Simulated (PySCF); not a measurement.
Predicted microwave data (PBE0-D3(BJ)/def2-SVP geometry optimisation, gas phase in PySCF 2.14.0) for one isomer of C7H9Cl3O:

```
Rotational constants : A = 1208, B = 402.5, C = 374.8 MHz
Dipole components    : |μa| = 4.25 D, |μb| = 0.21 D, |μc| = 1.14 D
Inertial defect      : -325.62 u·Å²
κ                    : -0.93
```

Problem. Which candidate fits, each taken in the one conformer that was computed?
A. `[CH2:1]=[C:2]([CH2:3]/[CH:4]=[CH:5]\[C:6]([Cl:7])([Cl:8])[Cl:9])[O:10][CH3:11]` with C1–C2–C3–C4 111°, C2–C3–C4–C5 -127°, C1–C2–O10–C11 -2°
B. `[CH2:1]=[CH:2][CH2:3]/[C:4](=[CH:5]/[C:6]([Cl:7])([Cl:8])[Cl:9])[O:10][CH3:11]` with C1–C2–C3–C4 -131°, C2–C3–C4–C5 -114°, C3–C4–O10–C11 33°
C. `C(Cl)(Cl)(Cl)[C@@H]1C[C@@H]2O[C@H]1CC2`

Solution. B. It is C=CC/C(=C/C(Cl)(Cl)Cl)OC, a near-prolate asymmetric top, point group C1. The candidates at the same level (rigid rotor, commonest isotopes):

| SMILES | A (MHz) | B (MHz) | C (MHz) | μa (D) | μb (D) | μc (D) | Δ (u·Å²) | point group | rotor |
| --- | --- | --- | --- | --- | --- | --- | --- | --- | --- |
| C=CC/C(=C/C(Cl)(Cl)Cl)OC | 1208 | 402.5 | 374.8 | 4.25 | 0.21 | 1.14 | -325.62 | C1 | near-prolate asymmetric top |
| C=C(C/C=C\C(Cl)(Cl)Cl)OC | 1454 | 336.8 | 328.6 | 2.60 | 0.47 | 0.91 | -309.95 | C1 | near-prolate asymmetric top |
| ClC(Cl)(Cl)[C@@H]1C[C@H]2CC[C@@H]1O2 | 1213 | 544.2 | 521.2 | 1.95 | 0.10 | 1.81 | -375.74 | C1 | near-prolate asymmetric top |

`C=C(C/C=C\C(Cl)(Cl)Cl)OC` has A 20 % too high; `ClC(Cl)(Cl)[C@@H]1C[C@H]2CC[C@@H]1O2` has C 39 % too high. No structure here is proved a minimum.
